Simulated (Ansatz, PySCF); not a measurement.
The pair A = CH4 (SMILES C) (first 5 atoms), B = H4OSi (SMILES O[SiH3]); geometry from B3LYP-D3(BJ)/def2-TZVP.
(charge 0, multiplicity 1):
```xyz
11

C      0.192    -0.020     0.486
H     -0.764    -0.219     0.968
H      0.064    -0.053    -0.595
H      0.547     0.971     0.769
H      0.916    -0.782     0.778
O      0.998     0.225     3.799
Si    -0.566     0.089     4.310
H      1.163     0.195     2.853
H     -1.416     1.181     3.772
H     -0.521     0.169     5.784
H     -1.170    -1.202     3.894
```

Frozen-core correlation. CBS: X⁻³ extrapolation of the correlation energy, Hartree–Fock from the larger set. MP2 and its Hartree–Fock in aug-cc-pV(T+d)Z are density fitted.

The values were computed with Ansatz (Gaussian basis) for Hartree–Fock, density functionals and correlated methods; PySCF for the dispersion terms. Values without a source in brackets are computed.

The monomers are drawn apart, rigid, along the line of their centres of mass. Counterpoise-corrected interaction energies (kcal/mol):

```csv
level,R = 4.674 Å,R = 5.701 Å
PBE/def2-TZVPPD,-0.4218,-0.1120
PBE-D3(BJ)/def2-TZVPPD,-0.8254,-0.2405
wB97M-V/def2-TZVPPD,-0.5895,-0.1924
"MP2/CBS(aug-cc-pV(D+d)Z, aug-cc-pV(T+d)Z) + ΔCCSD(T)/aug-cc-pV(D+d)Z",-0.6067,-0.1854
```

Task: R is the distance of the centres of mass. Find the local exponent m of E ∝ R⁻ᵐ between the two points.

Result: 
m = ln(E₁/E₂)/ln(R₂/R₁): PBE/def2-TZVPPD 6.7; PBE-D3(BJ)/def2-TZVPPD 6.2; wB97M-V/def2-TZVPPD 5.6; MP2/CBS(aug-cc-pV(D+d)Z, aug-cc-pV(T+d)Z) + ΔCCSD(T)/aug-cc-pV(D+d)Z 6.0. For scale, two fixed dipoles give m = 3, dipole and quadrupole 4, quadrupoles 5, and dispersion or dipole-induced dipole 6 at long range; at these distances several terms mix, and what is left of overlap and damping shifts m, so it need not match one of them.

Ansatz is a program for electronic structure.
